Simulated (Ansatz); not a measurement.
`[Cl][Al]([Cl])[Cl]` + `CCNC` → `CC[N](C)[Al]([Cl])[Cl]` + HCl  (ligand exchange at the Al–Cl bond)

Isolated molecules relaxed with PBE0-D4/def2-TZVP in Ansatz; ΔE leaves out vibrations. CCSD(T)/CBS is the MP2 limit (def2-TZVPP, def2-QZVPP) plus CCSD(T) − MP2 in def2-TZVPP, frozen cores. This one scheme is used for every species. DFT in def2-TZVPP. B3LYP here is the variant with VWN-RPA as its local correlation; programs differ in this. One conformer a species, not always the lowest.

```
             level  ΔE (kJ/mol)  difference from CCSD(T)/CBS
            PBE-D4         60.5                         -0.8
          B3LYP-D4         59.5                         -1.8
           ωB97X-V         63.9                          2.6
           ωB97M-V         63.2                          1.9
            B2PLYP         66.0                          4.7
     HF/def2-TZVPP         85.7                         24.4
SCS-MP2/def2-TZVPP         59.1                         -2.2
   CCSD/def2-TZVPP         60.5                         -0.8
      HF/CBS(def2)         85.5                         24.2
    CCSD/CBS(def2)         64.9                          3.6
       CCSD(T)/CBS         61.3                            0
```

Largest T1 diagnostic among the species: 0.010.

From PBE to PBE0 (25 % exact exchange), in def2-TZVPP and without D4, ΔE moves by +3.4 kJ/mol. The D4 term adds −12.1 kJ/mol with B3LYP and −7.3 kJ/mol with PBE0; it sums over pairs of atoms, weighted by their polarisabilities, and B3LYP, whose exchange is more repulsive, gets the larger term. In def2-TZVPP, CCSD(T) changes the Hartree–Fock value by −28.8 kJ/mol (the triples alone add −3.6 kJ/mol) and MP2 by −28.8 kJ/mol.
